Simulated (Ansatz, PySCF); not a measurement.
ClH4InN2, SMILES [NH2][In]([Cl])[NH2].

Geometry: PBE0-D3(BJ)/def2-SVP. The structure was generated by enumeration; whether it is a known compound was not checked. The def2 effective core potentials stand for the cores of In; spin–orbit coupling is left out. One conformer was computed; it need not be the lowest.

Vertical ionisation energy (IE) and electron affinity (EA) in eV. Rows of orbital energies are one-electron estimates. Where ΔSCF, EOM or ADC give a negative EA the extra electron is unbound and the value depends on the basis.

```json
[
 {"level": "−ε(HOMO), −ε(LUMO), r2SCAN/def2-TZVP (PySCF)", "IE": "6.29", "EA": "2.06"},
 {"level": "−ε(HOMO), −ε(LUMO), PBE/def2-TZVP (PySCF)", "IE": "5.99", "EA": "2.30"},
 {"level": "ΔSCF, CAM-B3LYP/def2-SVPD (Ansatz), final states of multiplicity 2 and 2", "IE": "9.69", "EA": "0.21"},
 {"level": "ΔSCF, PBE/def2-SVPD (Ansatz), final states of multiplicity 2 and 2", "IE": "9.01", "EA": "0.34"}
]
```

Task: What vertical singlet–triplet gap does ΔSCF give with CAM-B3LYP/def2-SVPD (Ansatz, a program for electronic structure) and with PBE/def2-SVPD (Ansatz)? (Estimate from the structure and the level; the computed values follow.)

Result: 4.33 and 3.62 eV (triplet above singlet where positive).
